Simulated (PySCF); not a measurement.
Species: C6H8NPSi.
Bonds: C1–C2 (triple), C2–C3, C3–C4 (aromatic), C4–P5 (aromatic), P5–C6 (aromatic), C6–Si7, C6–N8 (aromatic), N8–C9, C3–N8 (aromatic). Hydrogens: H10 on C1; H11 on C4; H12, H13, H14 on Si7; H15, H16, H17 on C9.

NICS = −σ at a ghost point: NICS(0) at the centroid of the ring atoms, NICS(1) 1 Å to either side along the normal of their mean plane, zz for the tensor component along that normal. Level: GIAO PBE0/pcSseg-1 (PySCF, non-relativistic, gas phase) on the GFN2-xTB geometry, one conformer.

Ring bond lengths (Å), with Mayer bond orders in brackets: C3–C4 1.377 (1.42), C4–P5 1.747 (1.28), P5–C6 1.741 (1.37), C6–N8 1.355 (1.21), N8–C3 1.364 (1.06).

What do the NICS probes read (ppm)?

```json
{"ring": "C3–C4–P5–C6–N8", "type": "5-membered ring with N and P; formal bonds all aromatic", "NICS(0)": "-12.4", "NICS(1), two faces": "-11.4 / -11.4", "NICS(1)zz, two faces": "-27.1 / -27.1", "rms pucker (Å)": "0.00", "centre to ring atoms, mean (Å)": "1.28"}
```

What can be read from them?

- C3–C4–P5–C6–N8: mean NICS(1)zz -27.1 ppm, shielded.

What does the geometric index give? HOMA = 1 − mean of α(R − Ropt)² over the ring bonds, with Krygowski's 1993 parameters (CC: Ropt 1.388 Å, α 257.7 Å⁻²; CN: Ropt 1.334 Å, α 93.52 Å⁻²; CP: Ropt 1.698 Å, α 118.91 Å⁻²).

- C3–C4–P5–C6–N8: HOMA 0.87; the largest term is that of C4–P5, α(R − Ropt)² = 0.28.

The run took about 1.7 min of CPU time (one thread, shared machine). This is the whole shielding run at PBE0/pcSseg-1, SCF included.
